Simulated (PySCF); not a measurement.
**Ionisation energy of Kr⁺ by level of theory**

Kr⁺ [Ar] 3d10 4s2 4p5 (2P) → Kr²⁺ [Ar] 3d10 4s2 4p4 (3P), as a difference of total energies. All numbers are calculated (PySCF 2.14, a scalar-relativistic core potential, in aug-cc-pVDZ-PP with ECP10MDF (5s4p3d, 32 functions)). Correlated levels: valence: 3s2 3p6 3d10 frozen. The calculations carry no spin-orbit coupling.

```json
{"method": "UHF", "ionisation energy (eV)": "23.246"}
{"method": "M06-2X", "ionisation energy (eV)": "24.107"}
{"method": "PBE", "ionisation energy (eV)": "24.265"}
{"method": "MP2 (valence)", "ionisation energy (eV)": "23.853"}
{"method": "SCS-MP2 (valence)", "ionisation energy (eV)": "23.824"}
{"method": "CCSD (valence)", "ionisation energy (eV)": "23.824"}
{"method": "CCSD(T) (valence)", "ionisation energy (eV)": "23.835"}
```

Q: How much does correlation contribute at CCSD(T) (valence)?

A: 23.835 − (23.246) = 0.589 eV, measured against UHF.

The reference lies between the lowest fine-structure levels, while these numbers refer to the centres of the terms.

Errors of the correlated levels include the incompleteness of this basis and the frozen core.

For comparison: 24.360 eV (measured; NIST Atomic Spectra Database, ionization energies).
